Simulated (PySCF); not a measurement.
How the method changes the constants of HgB⁺

State: ¹Σ⁺ (singlet), closed shell. Set-up: basis Hg def2-SVPD with ECP60, B def2-SVPD; scalar-relativistic core potentials; PySCF 2.14. De refers to Hg + B⁺ in their ground configurations, without counterpoise correction. A positive dipole points towards B; it is taken about the centre of mass and depends on that origin.

| Level | Re (Å) | ωe (cm⁻¹) | De (eV) | μ (D) |
| --- | --- | --- | --- | --- |
| RHF | 2.544 | 268 | 1.02 | 3.92 |
| RHF-MP2 | 2.357 | 302 | 1.22 | n/a |
| RHF-SCS-MP2 | 2.390 | 294 | 1.17 | n/a |
| RHF-CCSD | 2.409 | 300 | 1.13 | n/a |
| RHF-CCSD(T) | 2.382 | 311 | 1.25 | n/a |
| PBE | 2.344 | 321 | 1.89 | 3.73 |
| r²SCAN | 2.331 | 332 | 1.86 | 3.59 |
| TPSSh | 2.370 | 313 | 1.81 | 3.60 |
| PBE0 | 2.368 | 320 | 1.73 | 3.65 |
| MN15 | 2.367 | 297 | 1.41 | 4.18 |
| M06-2X | 2.399 | 292 | 1.48 | 3.80 |

Q: Which functional lies closest to RHF-CCSD(T) in De, which farthest, and by how much do they differ from it?

A: Closest is MN15 (-1.5 pm in Re, -4.5 % in ωe, +0.16 eV in De against RHF-CCSD(T) in the same basis), farthest PBE (-3.8 pm in Re, +3.2 % in ωe, +0.64 eV in De). CCSD(T) converges more slowly with the basis than the functionals do and binds too weakly in this one, so the order can change at the basis-set limit.

Q: What does a quarter of exact exchange do here, going from PBE to PBE0?

A: PBE0 less PBE: +2.4 pm in Re, -0.3 % in ωe, -0.16 eV in De. Exact exchange removes part of the self-interaction that spreads semilocal densities, and in most molecules shortens and stiffens the bond and lowers De; here Re goes the other way.

Q: What does second-order correlation do here, going from RHF to RHF-MP2?

A: RHF-MP2 less RHF: -18.7 pm in Re, +12.7 % in ωe, +0.20 eV in De. Correlation nearly always deepens the well. The bond shortens, as in weak, metallic or heavy-atom bonds, where dispersion and the correlation of outer-core electrons pull the atoms together.

Correlated steps freeze 1 core orbital. Correlated levels converge slowly with the basis: in double zeta they bind strong bonds too weakly, by up to about 1 eV, and carry superposition errors of some tenths. Spin–orbit coupling is left out. For an ion De counts to the pair picked by the measured ionisation energies or electron affinities, which need not be the lowest pair at this level. The CCSD T1 diagnostic is raised, a sign that a single reference may not be enough here.

The whole job (state search and all levels along the bond) took about 3.1 min on 1 thread of Arm Neoverse N1 (shared host), peak memory 0.68 GiB.
